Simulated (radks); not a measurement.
Values are calculated unless marked as measured or tabulated.
Trend from Lu3+ to Hg3+: ionisation energy by Delta-SCF between NIST ground configurations, and size. Level of theory: scalar-relativistic Kohn-Sham, PBE, spin-polarised, spherical densities, finite nucleus; open shells are filled with parallel spins first (spin-orbit coupling, left out, can overturn this in heavy ions); Fermi nuclear charge, rms radius of each element as measured or else 0.836 A^(1/3) + 0.57 fm (a radial shooting solver on a logarithmic mesh with Libxc functionals).

species  configuration  configuration of the ion  IE (eV)  NIST (eV)       kind  -e(HOMO) (eV)  outermost  <r> outermost (bohr)  r at 0.001 e/bohr^3 (bohr)
Lu3+         [Xe] 4f14                 [Xe] 4f13   46.499      45.25  semi-emp.    36.208 (4f)         5p                  1.37                        3.06
Hf3+     [Xe] 4f14 5d1                 [Xe] 4f14   33.069      33.37  semi-emp.    27.524 (5d)         5d                  1.94                        3.28
Ta3+     [Xe] 4f14 5d2             [Xe] 4f14 5d1   35.638         35     theory    29.857 (5d)         5d                  1.84                        3.38
W3+      [Xe] 4f14 5d3             [Xe] 4f14 5d2   38.130       38.2  semi-emp.    32.118 (5d)         5d                  1.75                        3.41
Re3+     [Xe] 4f14 5d4             [Xe] 4f14 5d3   40.554         39     theory    34.314 (5d)         5d                  1.67                        3.40
Os3+     [Xe] 4f14 5d5             [Xe] 4f14 5d4   42.921         41     theory    36.459 (5d)         5d                  1.60                        3.37
Ir3+     [Xe] 4f14 5d6             [Xe] 4f14 5d5   41.394         40     theory    35.074 (5d)         5d                  1.55                        3.36
Pt3+     [Xe] 4f14 5d7             [Xe] 4f14 5d6   44.075         43     theory    37.499 (5d)         5d                  1.49                        3.33
Au3+     [Xe] 4f14 5d8             [Xe] 4f14 5d7   46.657         45     theory    39.837 (5d)         5d                  1.44                        3.29
Hg3+     [Xe] 4f14 5d9             [Xe] 4f14 5d8   49.159       48.6       exp.    42.104 (5d)         5d                  1.39                        3.25

Reference values: NIST Atomic Spectra Database (exp. = measured, semi-emp. = semi-empirical, theory = theoretical value adopted there). Open shells are spherical and high-spin; term and fine-structure splittings are not resolved. Spin-orbit splitting is averaged out at the scalar-relativistic level.
